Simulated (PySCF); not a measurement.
**Computed properties of Al(H)(F)(NH2) (AlFH3N), SMILES [AlH]([NH2])[F]**

Al(H)(F)(NH2) (AlFH₃N), SMILES [NH2][AlH][F]. The structure is a stationary point at r2SCAN-D4/def2-TZVP. The values are those of a single conformer. All values are computed for the isolated molecule unless a solvent is named; none is compared with measurement here.

**Structure.** The optimised structure has Cs symmetry. All 12 harmonic modes at r2SCAN-D4/def2-TZVP (PySCF) are real, so it is a minimum. With heavy atoms numbered as in [AlH:1]([F:3])[NH2:4], the shortest bond between them is Al1–F3 at 1.652 Å and the longest Al1–N4 at 1.758 Å.

**Vibrations.** The strongest infrared lines (harmonic, unscaled, degenerate partners summed) lie at 400 cm⁻¹ (236 km/mol, H 75 %, N 22 %), 903 cm⁻¹ (201 km/mol, Al 50 %, F 22 %, N 20 %), 1990 cm⁻¹ (131 km/mol, H 96 %). The softest mode is at 218 cm⁻¹ and the zero-point energy is 21.8 kcal/mol.

**Electronic structure.** CAM-B3LYP/def2-TZVPD (PySCF) places the frontier levels at -9.29 and 0.26 eV, a gap of 9.55 eV, and gives a dipole moment of 2.15 D and a mean polarisability of 35.0 bohr³.

**Excitations.** TDA-ωB97X/def2-SVPD (PySCF) has S1 at 6.78 eV (183 nm, f = 0.093, bright); the most intense of the 10 singlets computed lies at 9.41 eV (f = 0.30). T1 (TDA) is at 6.37 eV, 0.41 eV under S1. No vertical singlet excitation falls in the visible range (under 3.1 eV).

**NMR.** GIAO shifts at PBE0/pcSseg-2 (PySCF) (non-relativistic, atoms alike by connectivity averaged): ¹H from 1.1 to 4.5 ppm against TMS; ¹⁹F at -187.5 ppm against CFCl3.
